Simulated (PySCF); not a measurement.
## Argon: a sound run and one with changed settings

Sound run: Ar²⁺ [Ne] 3s2 3p4, Ar³⁺ [Ne] 3s2 3p3. All numbers are calculated (PySCF 2.14, the non-relativistic Hamiltonian (point nucleus), in aug-cc-pV(D+d)Z). In the sound run the correlated levels freeze [Ne]. The sound run starts from symmetry-adapted Hartree-Fock orbitals and uses a fine grid where one is needed.

Changed run: basis STO-3G. This setting is unsound on purpose.

| species | method | sound run (hartree) | changed run (hartree) | converged |
| --- | --- | --- | --- | --- |
| Ar²⁺ | UHF | -525.29165 | -519.70618 | yes |
| Ar²⁺ | r2SCAN | -525.89495 | -520.23429 | yes |
| Ar²⁺ | B3LYP | -525.94303 | -520.23596 | yes |
| Ar²⁺ | MP2 | -525.38741 | -519.70618 | yes |
| Ar³⁺ | UHF | -523.84667 | -518.16092 | yes |
| Ar³⁺ | r2SCAN | -524.40210 | -518.63727 | yes |
| Ar³⁺ | B3LYP | -524.44144 | -518.62874 | yes |
| Ar³⁺ | MP2 | -523.92445 | -518.16092 | yes |

Ionisation energy of Ar²⁺:

```
 method  sound run (eV)  changed run (eV)
    UHF          39.320            42.049
 r2SCAN          40.623            43.457
  B3LYP          40.860            43.735
    MP2          39.809            42.049
SCS-MP2          39.828            42.049
```

A minimal basis cannot let orbitals breathe on ionisation and holds almost no correlation.

For comparison, NIST gives 40.735 ± 0.012 eV between the lowest levels.
